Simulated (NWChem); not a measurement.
System: Ga anion, triplet

Input file for NWChem:

```
start job
memory heap 200 mb stack 900 mb global 1100 mb
charge -1
geometry units angstroms noautoz
  Ga     0.000000     0.000000     0.000000
end
basis spherical
  Ga library def2-svp
end
dft
  odft
  mult 3
  xc m06-2x
  grid fine
  iterations 150
  mulliken
end
task dft gradient
```

Excerpt of the output:

```
             Northwest Computational Chemistry Package (NWChem) 7.3.0
             --------------------------------------------------------

                             Geometry "geometry" -> ""
                             -------------------------

 Output coordinates in angstroms (scale by  1.889725989 to convert to a.u.)

  No.       Tag          Charge          X              Y              Z
 ---- ---------------- ---------- -------------- -------------- --------------
    1 Ga                  31.0000     0.00000000     0.00000000     0.00000000

 Effective nuclear repulsion energy (a.u.)       0.0000000000

                                 NWChem DFT Module
                                 -----------------

 Summary of "ao basis" -> "ao basis" (spherical)
 ------------------------------------------------------------------------------
       Tag                 Description            Shells   Functions and Types
 ---------------- ------------------------------  ------  ---------------------
 Ga                         def2-svp                12       32   5s4p3d

            General Information
            -------------------
          SCF calculation type: DFT
          Wavefunction type:  spin polarized.
          No. of atoms     :     1
          No. of electrons :    32
           Alpha electrons :    17
            Beta electrons :    15
          Charge           :    -1
          Spin multiplicity:     3
          Use of symmetry is: off; symmetry adaption is: off
          Maximum number of iterations: 150
          AO basis - number of functions:    32
                     number of shells:    12
          Convergence on energy requested:  1.00D-06
          Convergence on density requested:  1.00D-05
          Convergence on gradient requested:  5.00D-04

              XC Information
              --------------
                       M06-2X Method XC Functional
                     Hartree-Fock (Exact) Exchange  0.540
                        M06-2X Exchange Functional  1.000
                      M06-2X Correlation Potential  1.000

             Grid Information
             ----------------
          Grid used for XC integration:  fine
          Radial quadrature: Mura-Knowles
          Angular quadrature: Lebedev.
          Tag              B.-S. Rad. Rad. Pts. Rad. Cut. Ang. Pts.
          ---              ---------- --------- --------- ---------
          Ga                  1.30      140           7.0       974
          Grid pruning is: on
          Number of quadrature shells:   140
          Spatial weights used:  Erf1

      Superposition of Atomic Density Guess
      -------------------------------------

 Sum of atomic energies:       -1922.97586106

 Renormalizing density from      31.00 to     32

      Non-variational initial energy
      ------------------------------

 Total energy =   -1959.530004
 1-e energy   =   -2771.077561
 2-e energy   =     811.547557
 HOMO         =       0.291855
 LUMO         =       0.291855

     ---------------------------------------------
      Total Density - Mulliken Population Analysis
     ---------------------------------------------

    Atom       Charge   Shell Charges
 -----------   ------   -------------------------------------------------------
    1 Ga  31    32.00   2.00  2.00  1.98  0.51  1.52  6.00  5.88  0.10  2.02  6.75  2.75  0.50

     --------------------------------------------
      Spin Density - Mulliken Population Analysis
     --------------------------------------------

    Atom       Charge   Shell Charges
 -----------   ------   -------------------------------------------------------
    1 Ga  31     2.00   0.00  0.00  0.00 -0.00  0.00  0.00  0.00 -0.04  2.03  0.00 -0.00  0.00

   convergence    iter        energy       DeltaE   RMS-Dens  Diis-err
 ---------------- ----- ----------------- --------- --------- ---------
 d= 0,ls=0.0,diis     1  -1923.2098285708 -1.92D+03  6.63D-02  7.28D+00
                                                     5.57D-02  7.26D+00
 d= 0,ls=0.0,diis     2  -1923.6852828301 -4.75D-01  3.13D-02  3.58D+00
                                                     3.39D-02  3.56D+00
 d= 0,ls=0.0,diis     3  -1924.5538732037 -8.69D-01  1.62D-03  7.65D-03
                                                     7.11D-03  6.91D-03
 d= 0,ls=0.0,diis     4  -1924.5559253026 -2.05D-03  1.22D-03  3.71D-04
                                                     1.34D-03  1.96D-04
 d= 0,ls=0.0,diis     5  -1924.5508663440  5.06D-03  4.11D-05  1.47D-05
                                                     1.17D-03  6.21D-04
  Resetting Diis
 d= 0,ls=0.0,diis     6  -1924.5512012927 -3.35D-04  4.03D-04  4.25D-06
                                                     2.81D-03  3.34D-04
 d= 0,ls=0.0,diis     7  -1924.5516008083 -4.00D-04  4.07D-05  4.46D-07
                                                     6.05D-04  9.22D-06
 d= 0,ls=0.0,diis     8  -1924.5516104656 -9.66D-06  1.02D-04  1.09D-06
                                                     7.78D-05  2.76D-07
 d= 0,ls=0.0,diis     9  -1924.5516114461 -9.81D-07  4.41D-06  1.69D-07
                                                     2.29D-05  1.88D-07
 d= 0,ls=0.0,diis    10  -1924.5516115096 -6.34D-08  8.07D-06  1.84D-08
                                                     1.04D-05  2.16D-08
 d= 0,ls=0.0,diis    11  -1924.5516115188 -9.23D-09  9.42D-07  6.98D-11
                                                     6.14D-07  1.27D-10

         Total DFT energy =    -1924.551611518795
      One electron energy =    -2691.813117513990
           Coulomb energy =      842.495641954354
    Exchange-Corr. energy =      -75.234135959159
 Nuclear repulsion energy =        0.000000000000

 Numeric. integr. density =       31.999999991073

                    DFT Final Alpha Molecular Orbital Analysis
                    ------------------------------------------

 Vector   15  Occ=1.000000D+00  E=-1.606171D-01
              MO Center=  8.1D-16,  5.4D-16,  7.4D-16, r^2= 2.2D+00
   Bfn.  Coefficient  Atom+Function         Bfn.  Coefficient  Atom+Function
  ----- ------------  ---------------      ----- ------------  ---------------
     4      0.677020  1 Ga s                  5      0.445970  1 Ga s
     3     -0.435363  1 Ga s                  2      0.094105  1 Ga s
     1     -0.033298  1 Ga s

 Vector   16  Occ=1.000000D+00  E= 5.602897D-02
              MO Center= -6.1D-16, -3.7D-15, -2.4D-15, r^2= 4.1D+00
   Bfn.  Coefficient  Atom+Function         Bfn.  Coefficient  Atom+Function
  ----- ------------  ---------------      ----- ------------  ---------------
    16      0.617187  1 Ga py                17      0.354989  1 Ga pz
    15      0.336580  1 Ga px                13      0.251053  1 Ga py
    10     -0.148031  1 Ga py                14      0.144399  1 Ga pz
    12      0.136911  1 Ga px                11     -0.085143  1 Ga pz
     9     -0.080728  1 Ga px                 7      0.047945  1 Ga py

 Vector   17  Occ=1.000000D+00  E= 5.602897D-02
              MO Center= -1.8D-15, -4.2D-15,  7.2D-15, r^2= 4.1D+00
   Bfn.  Coefficient  Atom+Function         Bfn.  Coefficient  Atom+Function
  ----- ------------  ---------------      ----- ------------  ---------------
    17      0.701684  1 Ga pz                16     -0.334113  1 Ga py
    14      0.285424  1 Ga pz                11     -0.168297  1 Ga pz
    13     -0.135907  1 Ga py                15     -0.127399  1 Ga px
    10      0.080136  1 Ga py                 8      0.054509  1 Ga pz
    12     -0.051822  1 Ga px                 9      0.030556  1 Ga px

 Vector   18  Occ=0.000000D+00  E= 1.689922D-01
              MO Center= -5.3D-16,  2.3D-15,  2.6D-16, r^2= 4.4D+00
   Bfn.  Coefficient  Atom+Function         Bfn.  Coefficient  Atom+Function
  ----- ------------  ---------------      ----- ------------  ---------------
    15      0.755003  1 Ga px                16     -0.385110  1 Ga py
    12      0.211574  1 Ga px                 9     -0.147575  1 Ga px
    13     -0.107919  1 Ga py                10      0.075275  1 Ga py
     6      0.048060  1 Ga px                17     -0.046294  1 Ga pz

 Vector   19  Occ=0.000000D+00  E= 3.281856D-01
              MO Center=  2.4D-15,  3.8D-16,  1.4D-15, r^2= 5.6D+00
   Bfn.  Coefficient  Atom+Function         Bfn.  Coefficient  Atom+Function
  ----- ------------  ---------------      ----- ------------  ---------------
     4      1.903925  1 Ga s                  5     -1.809551  1 Ga s
     3     -0.460543  1 Ga s                  2      0.087308  1 Ga s
     1     -0.033132  1 Ga s

 Vector   20  Occ=0.000000D+00  E= 5.115807D-01
              MO Center= -7.3D-16, -1.4D-15, -9.5D-16, r^2= 4.0D+00
   Bfn.  Coefficient  Atom+Function         Bfn.  Coefficient  Atom+Function
  ----- ------------  ---------------      ----- ------------  ---------------
    13      1.054482  1 Ga py                16     -0.809633  1 Ga py
    12      0.568419  1 Ga px                14      0.498268  1 Ga pz
    15     -0.436433  1 Ga px                17     -0.382571  1 Ga pz
    10     -0.299714  1 Ga py                 9     -0.161561  1 Ga px
    11     -0.141622  1 Ga pz                 7      0.093848  1 Ga py

                     DFT Final Beta Molecular Orbital Analysis
                     -----------------------------------------

[...]

                         DFT ENERGY GRADIENTS

    atom               coordinates                        gradient
                 x          y          z           x          y          z
   1 Ga      0.000000   0.000000   0.000000   -0.000000   0.000000  -0.000000
```

Level: M06-2X/def2-SVP, spin-unrestricted. The open p shell is one determinant without spherical averaging. Sets without diffuse functions describe the anion's extra electron poorly. No stability test was run on the SCF state. The highest occupied level is positive, so the extra electron may be held by the finite basis.
